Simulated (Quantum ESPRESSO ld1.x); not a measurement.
Results of a calculation; reference values are marked as such.
Task: All-electron atom: K5+ in [Ne] 3s2 3p2. Code: ld1.x of Quantum ESPRESSO 7.5. Model: Dirac Kohn-Sham, LDA (Slater exchange, Perdew-Zunger correlation), spin-unpolarised, spherical densities, point nucleus; open shells are shared between the two j in proportion to 2j + 1. Some entries of the table are withheld. Estimate them.

| orbital | occ. | eigenvalue (eV) | <1/r> (bohr^-1) |
|---|---|---|---|
| 1s1/2 | 2 | -3601.55 | (1) |
| 2s1/2 | 2 | -438.239 | 3.810 |
| 2p1/2 | 2 | -368.517 | (2) |
| 2p3/2 | 4 | -365.598 | (3) |
| 3s1/2 | 2 | -107.451 | 1.235 |
| 3p1/2 | 0.666667 | (4) | 1.150 |
| 3p3/2 | 1.33333 | (5) | 1.144 |

Result: 
(1) 1s1/2 <1/r> (bohr^-1): 18.67
(2) 2p1/2 <1/r> (bohr^-1): 3.740
(3) 2p3/2 <1/r> (bohr^-1): 3.705
(4) 3p1/2 eigenvalue (eV): -89.4495
(5) 3p3/2 eigenvalue (eV): -89.0483
